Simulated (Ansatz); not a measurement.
A run for Ansatz (an electronic-structure program): R-CCSD(T)/def2-TZVPP on CH3FSn (SMILES [CH3][Sn][F]), a point of a torsion scan. Elements past Kr take the def2 small-core potentials; no spin–orbit coupling. The run froze 11 orbitals, filled d shells among them.

Ansatz 0.2 input:
```yaml
crystal:
  periodic: [false, false, false]
  atoms:
    - {symbol: C, position_ang: [-0.67964623, 0.01889979, -0.00309739]}
    - {symbol: Sn, position_ang: [1.32542878, 1.08352262, -0.05359756]}
    - {symbol: F, position_ang: [2.06837808, 0.10270127, 1.60238450]}
    - {symbol: H, position_ang: [-0.84564301, -0.39458286, 0.99428071]}
    - {symbol: H, position_ang: [-1.52652146, 0.66686293, -0.24626509]}
    - {symbol: H, position_ang: [-0.69904370, -0.81698345, -0.70946142]}
basis:
  gaussian:
    orbitals: def2-TZVPP
magnetization: {spin_polarized: false}
correlation: {method: ccsd_t, electrons: outside_noble_gas}
scf: {lower_state_search: off}
```

Output:

```
WARN ansatz: RAYON_NUM_THREADS=1 ignored (pool sized by the plan → 1); use --threads N
Functional definition: HF
these checks for a lower state are left out or cut short: stability, starts, cluster_reference, orbital_swaps, neighbouring_geometries, increment
integrals: 0.37 GiB planned
1096 factors; integrals over basis functions are off by at most 9.1e-4 eV
mean field: 0.42 GiB planned
mean field evaluation 1: about -9587.2975 eV, gradient 4.4e1 eV
mean field evaluation 2: about -9587.3754 eV, gradient 4.4e1 eV
mean field evaluation 4: about -9591.5907 eV, gradient 3.7e0 eV
mean field evaluation 8: about -9591.6760 eV, gradient 4.2e-1 eV
mean field evaluation 16: about -9591.6776 eV, gradient 2.1e-6 eV
mean field -9591.67764500 eV, -352.4876519811 hartree, gradient 2.1e-6 eV, S^2 0.000000; 0 other end points of the search recorded, 0 dependent functions left out
11 core orbitals not correlated, not the lowest: weight in the atoms' cores, before any rotation towards them, 0.935 or more for the frozen orbitals, at most 0.083 for the correlated occupied ones
reference -9591.67764500 eV, -352.4876519811 hartree; 9, 9 occupied and 134, 134 virtual orbitals, 1096 factors
second order -14.20487194 eV of doubles, -0.00000000 eV of singles
coupled cluster: 1.16 GiB planned
cycle   1  -14.30051800 eV  change   -9.6e-2 eV  update   1.0e-1
cycle   2  -14.65130210 eV  change   -3.5e-1 eV  update   4.0e-2
cycle   3  -14.77897994 eV  change   -1.3e-1 eV  update   2.3e-2
cycle   4  -14.77375041 eV  change    5.2e-3 eV  update   6.0e-3
cycle   5  -14.76894163 eV  change    4.8e-3 eV  update   2.9e-3
cycle   6  -14.76964094 eV  change   -7.0e-4 eV  update   1.1e-3
cycle   7  -14.76967758 eV  change   -3.7e-5 eV  update   4.7e-4
cycle   8  -14.76945379 eV  change    2.2e-4 eV  update   1.8e-4
cycle   9  -14.76947955 eV  change   -2.6e-5 eV  update   6.6e-5
cycle  10  -14.76953691 eV  change   -5.7e-5 eV  update   2.3e-5
cycle  11  -14.76950945 eV  change    2.7e-5 eV  update   9.4e-6
cycle  12  -14.76951286 eV  change   -3.4e-6 eV  update   4.1e-6
perturbative correction -0.51954490 eV, -0.0190929228 hartree
Total energy: -9606.96670276 eV, -353.0495144903 hartree
Checks for a lower state left out: stability, starts, cluster_reference, orbital_swaps, neighbouring_geometries, increment
```

The run converged.

Cost: roughly 19 core-seconds.
